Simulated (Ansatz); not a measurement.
Compare A (`CNC[SiH2]Cl`) with its isomer B (`CCN[SiH2]Cl`).

Calculated with Ansatz (gas phase, PBE0-D4/def2-TZVP geometries, no zero-point term in ΔE). CCSD(T)/CBS adds triple-zeta CCSD(T) − MP2 to the extrapolated MP2 energy (def2 sets, frozen cores). Functionals use def2-TZVPP. B3LYP here is the variant with VWN-RPA as its local correlation; programs differ in this. One conformer a species, not always the lowest.

**Question.** Which is lower in electronic energy at CCSD(T)/CBS, and by how much? (Best estimate.)

**Answer.** Computed: B, by 114.9 kJ/mol.

**Question.** Give E(B) − E(A) in kJ/mol with HF/def2-TZVPP, PBE-D4, ωB97M-V, B3LYP, r2SCAN-D4, B2PLYP, CCSD(T)/def2-TZVPP. (An estimate is asked.)

**Answer.** The calculation gave: HF/def2-TZVPP -120.7, PBE-D4 -105.0, ωB97M-V -112.0, B3LYP -113.2, r2SCAN-D4 -112.8, B2PLYP -115.3, CCSD(T)/def2-TZVPP -113.3. None reverses the order clearly.

Largest T1 diagnostic: 0.010.

In def2-TZVPP, CCSD(T) changes the Hartree–Fock value by +7.4 kJ/mol (the triples alone add +1.1 kJ/mol) and MP2 by +3.3 kJ/mol. From PBE to PBE0 (25 % exact exchange), in def2-TZVPP and without D4, E(B) − E(A) moves by −3.5 kJ/mol.
